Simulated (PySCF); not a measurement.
**Iodine: a sound run and one with changed settings**

Sound run: I⁺ [Kr] 4d10 5s2 5p4, I²⁺ [Kr] 4d10 5s2 5p3. All numbers are calculated (PySCF 2.14, a scalar-relativistic core potential, in aug-cc-pVDZ-PP with ECP28MDF (5s4p3d, 32 functions)). The sound run starts from symmetry-adapted Hartree-Fock orbitals and uses a fine grid where one is needed.

Changed run: basis STO-3G, all-electron and non-relativistic. This setting is unsound on purpose.

| species | method | sound run (hartree) | changed run (hartree) | converged |
| --- | --- | --- | --- | --- |
| I⁺ | UHF | -294.30127 | -6850.40437 | yes |
| I⁺ | TPSS | -295.17637 | -6852.16292 | yes |
| I⁺ | M06-L | -295.46288 | -6852.60437 | yes |
| I²⁺ | UHF | -293.65440 | -6849.78965 | yes |
| I²⁺ | TPSS | -294.49089 | -6851.49422 | yes |
| I²⁺ | M06-L | -294.78347 | -6851.93600 | yes |

Ionisation energy of I⁺:

| method | sound run (eV) | changed run (eV) |
| --- | --- | --- |
| UHF | 17.602 | 16.727 |
| TPSS | 18.653 | 18.196 |
| M06-L | 18.488 | 18.187 |

A minimal basis cannot let orbitals breathe on ionisation and holds almost no correlation. The Hamiltonian changed with the basis, so the totals do not compare.

For comparison, NIST gives 19.131 eV between the lowest levels.
